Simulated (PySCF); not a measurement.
SMILES [SiH3][Bi]([SiH3])[SiH3], PBE0/def2-SVP optimised geometry.

```
13

Bi     0.35    -1.57    -2.12
Si     0.97     0.52    -3.67
H      2.45     0.56    -3.88
H      0.53     1.82    -3.07
H      0.31     0.36    -5.00
Si     1.24    -0.21     0.00
H      2.73    -0.21     0.00
H      0.76    -0.88     1.25
H      0.75     1.21     0.00
Si    -2.07    -0.52    -1.74
H     -2.90    -0.73    -2.96
H     -2.01     0.95    -1.45
H     -2.73    -1.21    -0.59
```

Density from PBE0/def2-TZVP, def2 effective core potentials past Kr run with PySCF 2.14.0 at that geometry. The core electrons that the potentials of Bi replace are not part of the density.

Minimum of the electron density along straight lines between bonded atoms, close to the bond critical point (lines longer than 1.1 times the sum of covalent radii, or with two minima, are not listed):

```
bond      length / Å  ρ at the minimum / e bohr⁻³  ∇²ρ there / e bohr⁻⁵  position (fraction from the first atom)
--------  ----------  ---------------------------  --------------------  ---------------------------------------
Bi1–Si2        2.671                        0.068                 -0.04                                     0.54
Si2–H3         1.496                        0.118                  0.15                                     0.49
Si2–H4         1.496                        0.118                  0.15                                     0.49
Si2–H5         1.496                        0.118                  0.15                                     0.49
Bi1–Si6        2.671                        0.068                 -0.04                                     0.54
Si6–H7         1.496                        0.118                  0.15                                     0.49
Si6–H8         1.496                        0.118                  0.15                                     0.49
Si6–H9         1.496                        0.118                  0.15                                     0.49
Bi1–Si10       2.671                        0.068                 -0.04                                     0.54
Si10–H11       1.496                        0.118                  0.15                                     0.49
Si10–H12       1.496                        0.118                  0.15                                     0.49
Si10–H13       1.496                        0.118                  0.15                                     0.49
```
